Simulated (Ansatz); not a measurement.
Input for Ansatz (a first-principles code): R-B3LYP-D3(BJ)/def2-TZVP on H2 (SMILES [H][H]).

Ansatz 0.2 input:
```yaml
crystal:
  periodic: [false, false, false]
  atoms:
    - {symbol: H, position_ang: [0.00000000, 0.00000000, 0.36860000]}
    - {symbol: H, position_ang: [0.00000000, 0.00000000, -0.36860000]}
basis:
  gaussian:
    orbitals: def2-TZVP
hamiltonian:
  xc: b3lyp
  dispersion: d3bj
relax: {f_tol: 0.004, max_steps: 120}
scf: {lower_state_search: off}
```

Output:

```
WARN ansatz: RAYON_NUM_THREADS=4 ignored (pool sized by the plan → 4); use --threads N
Functional definition: B3LYP
these checks for a lower state are left out or cut short: stability, starts, cluster_reference, orbital_swaps, neighbouring_geometries, increment
integrals: 0.00 GiB planned
88 factors; their error is unknown
mean field: 0.04 GiB planned
mean field evaluation 1: about -31.9381 eV, gradient 6.9e0 eV
mean field evaluation 2: about -32.0939 eV, gradient 1.5e0 eV
mean field evaluation 4: about -32.0989 eV, gradient 6.4e-2 eV
mean field evaluation 8: about -32.0989 eV, gradient 8.5e-8 eV
mean field -32.09894092 eV, -1.1796143214 hartree, gradient 9.5e-8 eV, S^2 0.000000; 0 other end points of the search recorded, 0 dependent functions left out
the calculation of the forces begins
reference -32.09908208 eV, -1.1796195088 hartree; 1, 1 occupied and 11, 11 virtual orbitals, 88 factors
relax step   1: F+E_penalty+E_count = -32.10276011 eV  Δ(F+E_penalty+E_count) = +0.000e0 eV  max|allowed force component| = 2.504e-1 eV/Å  Δτ_max = 0.0000 Å  (9 SCF iters, accepted)
these checks for a lower state are left out or cut short: stability, starts, cluster_reference, orbital_swaps, neighbouring_geometries, increment
integrals: 0.00 GiB planned
88 factors; their error is unknown
mean field: 0.04 GiB planned
mean field evaluation 16: about -32.0998 eV, gradient 1.4e-4 eV
mean field -32.09976895 eV, -1.1796447509 hartree, gradient 9.8e-9 eV, S^2 0.000000; 0 other end points of the search recorded, 0 dependent functions left out
the calculation of the forces begins
reference -32.09991042 eV, -1.1796499498 hartree; 1, 1 occupied and 11, 11 virtual orbitals, 88 factors
relax step   2: F+E_penalty+E_count = -32.10359979 eV  Δ(F+E_penalty+E_count) = -8.397e-4 eV  max|allowed force component| = 1.216e-2 eV/Å  Δτ_max = 0.0032 Å  (11 SCF iters, accepted)
these checks for a lower state are left out or cut short: stability, starts, cluster_reference, orbital_swaps, neighbouring_geometries, increment
integrals: 0.00 GiB planned
88 factors; their error is unknown
mean field: 0.04 GiB planned
mean field -32.09977032 eV, -1.1796448013 hartree, gradient 7.5e-7 eV, S^2 0.000000; 0 other end points of the search recorded, 0 dependent functions left out
the calculation of the forces begins
reference -32.09991181 eV, -1.1796500007 hartree; 1, 1 occupied and 11, 11 virtual orbitals, 88 factors
relax step   3: F+E_penalty+E_count = -32.10360183 eV  Δ(F+E_penalty+E_count) = -2.042e-6 eV  max|allowed force component| = 5.920e-5 eV/Å  Δτ_max = 0.0002 Å  (5 SCF iters, accepted)
Total energy: -32.10374331 eV, -1.1797908061 hartree
Atom 0 at     0.000000     0.000000     0.371986 Å, force     0.000000     0.000000     0.000059 eV/Å
Atom 1 at    -0.000000    -0.000000    -0.371986 Å, force     0.000000     0.000000    -0.000059 eV/Å
Dipole moment:    -0.000000    -0.000000    -0.000000 e Å
Checks for a lower state left out: stability, starts, cluster_reference, orbital_swaps, neighbouring_geometries, increment
```

Self-consistency was reached.

Cost: about 0.22 core-seconds (a rough figure).
